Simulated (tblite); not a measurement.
Task: Give a GFN2-xTB geometry of `CNC(C)(C)C[SiH2][SiH2]F`.

Result: 
```xyz
25
C5H16FNSi2 angstrom
C     -1.3060    1.7648    0.1483
N     -0.2732    0.8511   -0.2998
C     -0.5919   -0.5783   -0.3411
C     -1.7057   -0.9049   -1.3512
C     -1.0136   -1.0528    1.0507
C      0.7026   -1.2824   -0.7630
Si     2.1909   -0.8033    0.3322
Si     2.1676    1.4265    0.8868
F      2.1133    2.3753   -0.4255
H     -0.9063    2.7762    0.0918
H     -1.5553    1.5541    1.1869
H     -2.2255    1.7251   -0.4498
H      0.0348    1.1373   -1.2247
H     -2.6482   -0.4461   -1.0589
H     -1.8557   -1.9806   -1.4040
H     -1.4388   -0.5469   -2.3448
H     -0.3295   -0.6663    1.8015
H     -2.0223   -0.7235    1.2897
H     -0.9943   -2.1388    1.0905
H      0.9241   -1.0097   -1.7978
H      0.5473   -2.3613   -0.7574
H      3.3856   -1.2486   -0.4080
H      2.1666   -1.6530    1.5369
H      1.1541    1.9733    1.7799
H      3.4684    1.8372    1.4400
```

Any rigid rotation of these coordinates is as good. Atoms count from 1 in this order. Si7 (SiH2 silicon) is distorted tetrahedral (angles from 104.4° to 115.0°). Si8 (fluorine-bound silicon) is distorted tetrahedral (angles from 99.8° to 121.3°). N2 (secondary amine nitrogen) is pyramidal (angles 117.9°, 108.7° and 108.4°, sum 335.0°, 0.38 Å off the plane of its three neighbours). Of the pairs four or more bonds apart, N2···Si8 is among the closest relative to their van der Waals radii: 2.77 Å, 76 % of the sum of Bondi's values.

Bonds between heavy atoms (Å): C1–N2 1.450, N2–C3 1.465, C3–C4 1.539, C3–C5 1.530, C3–C6 1.533, C6–Si7 1.909, Si7–Si8 2.298, Si8–F9 1.620.

Computed geometry: GFN2-xTB, gas phase.

Point group: C1 (no symmetry element, even within 0.4 Å). Its GFN2-xTB frequencies are all real (lowest 39 cm⁻¹). One conformer, not necessarily the lowest (C1–N2–C3–C4 64°, N2–C3–C6–Si7 53°, C3–C6–Si7–Si8 -39°, C6–Si7–Si8–F9 -56°). 3 starts were optimised and ended at 0.00, 4.65 and 4.78 kcal/mol (GFN2-xTB); the lowest of these is shown.
